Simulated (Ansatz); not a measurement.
`CBNC` + HCl → `CBCl` + CH₃NH₂ at 400 K and 1 bar (ligand exchange at a B–N bond).

Program: Ansatz. Geometries: PBE0-D4/def2-TZVP. ΔE: electronic, gas phase. CBS: MP2 limit from def2 TZ/QZ plus the TZ coupled-cluster correction, frozen cores. This one scheme is used for every species. Each species was taken in one conformer, which may not be the lowest.

```
species  CCSD(T)/CBS energy (Eh)  H − E (kJ/mol)  S (J/(mol·K))
 `CBNC`               -160.46148           304.2          336.8
    HCl               -460.38127            29.6          195.4
 `CBCl`               -525.07110           152.0          307.7
 CH₃NH₂                -95.75281           185.4          256.0
```

H − E and S are ideal-gas, rigid-rotor, harmonic terms from PBE0-D4/def2-TZVP, for one conformer and one mirror image of each species. 1 Eh = 2625.50 kJ/mol, R = 8.31446 J/(mol·K).

Problem. By hand: ΔE, ΔH, ΔS and ΔG.

Solution. ΔE = (-525.07110) + (-95.75281) − (-160.46148) − (-460.38127) = 0.01884 Eh = 49.5 kJ/mol. Δ(H − E) = 152.0 + 185.4 − 304.2 − 29.6 = 3.6, so ΔH = 53.1 kJ/mol. ΔS = 307.7 + 256.0 − 336.8 − 195.4 = 31.5 J/(mol·K). ΔG = 53.1 − 400 × (31.5)/1000 = 40.5 kJ/mol.

Problem. By hand: the equilibrium constant, and the temperature at which ΔG would vanish if ΔH and ΔS stayed fixed.

Solution. log₁₀ K = −ΔG/(RT ln 10) = -5.3. ΔG = 0 at ΔH/ΔS = 1686 K.

ΔH outweighs TΔS. A doubt of 5 kJ/mol in ΔE shifts log₁₀ K by 0.7 here. Other conformers and mirror images would add mixing entropy, several J/(mol·K) or more a flexible species. Modes under 60 cm⁻¹, often nearly free rotors, make the harmonic entropy too high. These are equilibria of isolated gas molecules and say nothing of rates. Largest T1 diagnostic: 0.011 (customary marks: 0.02 for closed shells, 0.045 for open ones).
